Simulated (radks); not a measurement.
The numbers below are computed, except where a source is named.
Sb2+, configuration [Kr] 4d8 5s1 5p4 (not the ground configuration).

Code: a radial shooting solver on a logarithmic mesh with Libxc functionals. Model: Dirac Kohn-Sham, BLYP, spin-unpolarised, spherical densities, finite nucleus; open shells fill j = l - 1/2 first; Fermi nuclear charge, rms radius 4.6802 fm.

Energy parts (hartree):
part                        energy
total                  -6480.07718
kinetic                 6838.49682
electron-nucleus      -15673.83769
Hartree                 2525.04251
exchange-correlation    -169.77882

Orbitals (lengths in bohr, moments of r in powers of bohr; <r^-3> diverges for s and p1/2; r(max) is where P^2 peaks):
1s1/2: occ. 2; eigenvalue (hartree) -1114.427; r(max) 0.01835; <r^2> 0.001094
2s1/2: occ. 2; eigenvalue (hartree) -170.7348; r(max) 0.1038; <r^2> 0.01767
2p1/2: occ. 2; eigenvalue (hartree) -159.8369; r(max) 0.07982; <r^2> 0.01311
2p3/2: occ. 4; eigenvalue (hartree) -150.5794; r(max) 0.08444; <r^-3> 4598; <r^2> 0.01441
3s1/2: occ. 2; eigenvalue (hartree) -34.56784; r(max) 0.3001; <r^2> 0.1248
3p1/2: occ. 2; eigenvalue (hartree) -30.11386; r(max) 0.2864; <r^2> 0.1196
3p3/2: occ. 4; eigenvalue (hartree) -28.40443; r(max) 0.2968; <r^-3> 866.1; <r^2> 0.1280
3d3/2: occ. 4; eigenvalue (hartree) -20.53801; r(max) 0.2423; <r^-3> 137.0; <r^2> 0.1091
3d5/2: occ. 6; eigenvalue (hartree) -20.18244; r(max) 0.2453; <r^-3> 127.5; <r^2> 0.1115
4s1/2: occ. 2; eigenvalue (hartree) -6.73798; r(max) 0.7198; <r^2> 0.6920
4p1/2: occ. 2; eigenvalue (hartree) -5.21454; r(max) 0.7412; <r^2> 0.7658
4p3/2: occ. 4; eigenvalue (hartree) -4.88649; r(max) 0.7649; <r^-3> 166.6; <r^2> 0.8174
4d3/2: occ. 4; eigenvalue (hartree) -2.44630; r(max) 0.8257; <r^-3> 19.92; <r^2> 1.104
4d5/2: occ. 4; eigenvalue (hartree) -2.39566; r(max) 0.8340; <r^-3> 18.39; <r^2> 1.128
5s1/2: occ. 1; eigenvalue (hartree) -1.28132; r(max) 1.744; <r^2> 4.246
5p1/2: occ. 2; eigenvalue (hartree) -0.91377; r(max) 1.958; <r^2> 5.598
5p3/2: occ. 2; eigenvalue (hartree) -0.87135; r(max) 2.025; <r^-3> 21.51; <r^2> 5.980

The highest occupied level is 5p3/2 at -23.711 eV. Summed over all electrons, <r^2> = 44.74 bohr^2, which gives a Langevin (diamagnetic) susceptibility term of -35.4 x 10^-6 cm^3/mol. The density falls to 0.001 e/bohr^3 at r = 4.06 bohr. The electron density at the nucleus is 2.09e+05 e/bohr^3.
